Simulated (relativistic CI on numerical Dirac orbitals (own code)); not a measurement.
Excitation temperature from two lines of Ag II

Problem. In an optically thin plasma whose excited levels follow a Boltzmann distribution, the energy emitted in Ag II 2413.19 Å and 2320.25 Å has the ratio 1.64 (an assumed reading, corrected for the detector). Tabulated data (NIST Handbook of Basic Atomic Spectroscopic Data): upper levels 82171.7 and 89134.7 cm⁻¹, g = 7 and 7, A = 2.21 × 10^8 and 2.74 × 10^8 s⁻¹. Calculate the temperature, its uncertainty for 15 % in the ratio of intensities and A values together, and the strength of these other lines with tabulated A (λ in Å, g, A, upper level): 2246.41, 9, 3.91 × 10^8, 83669.6; 2437.78, 5, 2.88 × 10^8, 80176.4; 2248.75, 5, 2.95 × 10^8, 85200.7; 2331.37, 3, 2.54 × 10^8, 83625.5.

Working.
1. The emitted power of a line is proportional to (gA/λ) exp(−E/kT), so I₁/I₂ = (g₁A₁λ₂/g₂A₂λ₁) exp[(E₂ − E₁)/kT].
2. The prefactor is 0.7755 and E₂ − E₁ = 6963.0 cm⁻¹ = 0.863 eV.
3. kT = (E₂ − E₁)/ln(1.64/0.7755) = 6963.0/0.7489 = 9297 cm⁻¹ = 1.153 eV, or T = 13380 K.
4. δT/T = (kT/ΔE) × 15 % = 20.0 %; lines whose upper levels lie far apart give the better thermometer.
5. Other lines relative to the first: 2246.41 Å: 2.1, 2437.78 Å: 1.1, 2248.75 Å: 0.74, 2331.37 Å: 0.44.

Remark. Dense plasmas such as arcs and laser-ablation plumes come near a Boltzmann distribution among excited levels, though their strong lines may be self-absorbed. Low-pressure etch and deposition plasmas, at 10¹⁰ to 10¹³ electrons per cm³, do not: there the number found is an excitation temperature of these levels and not the electron temperature.
